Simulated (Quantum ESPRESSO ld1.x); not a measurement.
All-electron atom: Cl V in [Ne] 3s2 3p1. Method: non-relativistic Kohn-Sham, LDA (Slater exchange, Perdew-Wang correlation), spin-polarised, spherical densities, point nucleus; open shells are filled with parallel spins first; computed with ld1.x of Quantum ESPRESSO 7.5.

Normalised radial functions P(r) = r R(r), r in bohr:

r	3s down
0.007527	0.0944
0.008487	0.1047
0.009569	0.1158
0.0107	0.1269
0.01207	0.1397
0.01361	0.1532
0.01522	0.1665
0.01716	0.1812
0.01935	0.1963
0.02164	0.2104
0.0244	0.2252
0.02751	0.2393
0.03077	0.2512
0.03469	0.2621
0.03912	0.2700
0.04375	0.2740
0.04933	0.2735
0.05562	0.2670
0.06221	0.2543
0.07014	0.2324
0.07909	0.2010
0.08846	0.1621
0.09974	0.1099
0.1125	0.0468
0.1258	-0.0211
0.1418	-0.1018
0.1599	-0.1877
0.1788	-0.2688
0.2017	-0.3513
0.2274	-0.4229
0.2543	-0.4731
0.2867	-0.5021
0.3233	-0.4982
0.3616	-0.4600
0.4077	-0.3789
0.4597	-0.2563
0.5142	-0.1079
0.5797	0.0794
0.6536	0.2835
0.7311	0.4746
0.8243	0.6629
0.9294	0.8164
1.04	0.9146
1.172	0.9615
1.322	0.9447
1.478	0.8759
1.667	0.7575
1.879	0.6111
2.102	0.4678
2.37	0.3251
2.672	0.2070
2.989	0.1245
3.37	0.0652
3.799	0.0303
4.249	0.0132
4.791	0.0047

3s down: eigenvalue -72.618 eV, 2 radial nodes at r = 0.122, 0.552 bohr, <r> = 1.36 bohr, 90 % of the charge inside 2.01 bohr.
